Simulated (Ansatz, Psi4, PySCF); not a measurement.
CdI (SMILES [Cd+][I]), charge +1, singlet, geometry from GFN2-xTB (such geometries of metal compounds can be far from the true shape) (core potentials on Cd, I). Base run: B3LYP/def2-SVP in PySCF.

Input for PySCF:
```python
from pyscf import gto, scf, dft

mol = gto.M(
    atom='''
Cd   -0.00000000   -0.00000000   -1.34136029
I     0.00000000    0.00000000    1.21481687
''',
    basis='def2-svp',
    ecp={'Cd': 'def2-svp', 'I': 'def2-svp'},
    charge=1,
    verbose=4,
)

mf = dft.RKS(mol)
mf.xc = 'b3lyp'
mf.kernel()
```

The same geometry, method and basis name were run in Ansatz (an electronic-structure program) and Psi4 and PySCF, at each program's defaults and at the settings that a row names. The base is PySCF at its defaults. Differences at the defaults can come from grids, fitting, cores and function types together.

```csv
code and settings,ΔE vs base (µEh),basis functions,E (Eh),SCF cycles
"PySCF, defaults (exact integrals, its default grid, spherical functions)",0.0,57,-465.30537,11
"Psi4, defaults (density fitting with its default set, its default grid, spherical functions)",-97.4,57,-465.30547,10
"Ansatz, defaults (factorised integrals, its default grid, spherical functions)",-6.8,57,-465.30537,-
"PySCF, density fitting with def2-universal-jkfit",-76.4,57,-465.30544,11
"PySCF, fine grid",-6.9,57,-465.30537,11
"Psi4, exact integrals, spherical functions, fine grid",-8.4,57,-465.30538,12
"Ansatz, high accuracy",-7.4,57,-465.30538,-
```
